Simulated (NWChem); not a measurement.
Molecule: CH$_{6}$F$_{2}$Si$_{2}$; SMILES FC[SiH2][SiH2]F

```xyz
11

F      0.4252    -2.9501    -0.0426
C      0.6848    -1.6357     0.2782
Si    -0.7686    -0.5231    -0.2554
Si    -0.2776     1.7137     0.2632
F      1.1688     2.0714    -0.4101
H      1.6136    -1.3128    -0.2252
H      0.8580    -1.5551     1.3665
H     -2.0132    -0.9315     0.4667
H     -0.9905    -0.6695    -1.7256
H     -0.1579     1.9262     1.7371
H     -1.2965     2.6565    -0.2847
```
Atoms are numbered in this order, from 1.

Program: NWChem. Structure relaxed at the PBE0/def2-SVP level. Level: PBE0/def2-SVP with SMD (1 M gas to 1 M solution), gas-phase geometry. Reactions with the solvent are ignored.

```tsv
solvent	dielectric constant	solvation free energy (kcal/mol)	cavity-dispersion-structure term (kcal/mol)	dipole in solution (D)
water	78.4	0.5	4.8	1.84
dimethyl sulfoxide	46.8	-2.1	2.1	1.84
acetone	20.5	-3.6	0.4	1.82
cyclohexanone	15.6	?	?	1.81
```

Q: What belongs in the gaps?

A: 
- cyclohexanone, solvation free energy (kcal/mol): -2.7
- cyclohexanone, cavity-dispersion-structure term (kcal/mol): 1.3
